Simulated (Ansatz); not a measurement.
```yaml
crystal:
  periodic: [false, false, false]
  atoms:
    - {symbol: O, position_ang: [-1.671600, 0.709333, -1.024172]}
    - {symbol: Sb, position_ang: [-0.395127, -0.765682, -1.165866]}
    - {symbol: C, position_ang: [0.918365, -0.267735, 0.418524]}
    - {symbol: O, position_ang: [-0.101933, -1.145867, 0.792742]}
    - {symbol: H, position_ang: [-1.462879, 1.335579, -0.325123]}
    - {symbol: H, position_ang: [0.845418, 0.744190, 0.823932]}
    - {symbol: H, position_ang: [1.929055, -0.677818, 0.434161]}
basis:
  gaussian: {orbitals: STO-3G}
hamiltonian: {xc: {name: r2SCAN0}}
```

```sh
$ ansatz run in.yaml --threads 2 --pin off --events-out ev --progress --plain --max-ram 4352MiB
```

Output, abridged:

```
Functional definition: r2SCAN0
539 factors; integrals over basis functions are off by at most 3.4e-5 eV
mean field evaluation 1: about -175277.3689 eV, gradient 2.3e1 eV
mean field evaluation 2: about -175276.1450 eV, gradient 3.1e1 eV
mean field evaluation 4: about -175279.3111 eV, gradient 6.3e-1 eV
mean field evaluation 8: about -175279.3202 eV, gradient 5.0e-2 eV
mean field -175279.32025511 eV, -6441.3962107848 hartree, gradient 2.9e-5 eV, S^2 0.000000; 0 other end points of the search recorded, 0 dependent functions left out
reference -175279.32025912 eV, -6441.3962109324 hartree; 38, 38 occupied and 7, 7 virtual orbitals, 539 factors
Total energy: -175279.32025912 eV, -6441.3962109324 hartree
```

Hardware: 2 threads of an Arm Neoverse V1 on a shared host. Wall time 1.7 s, peak host memory 0.13 GiB.
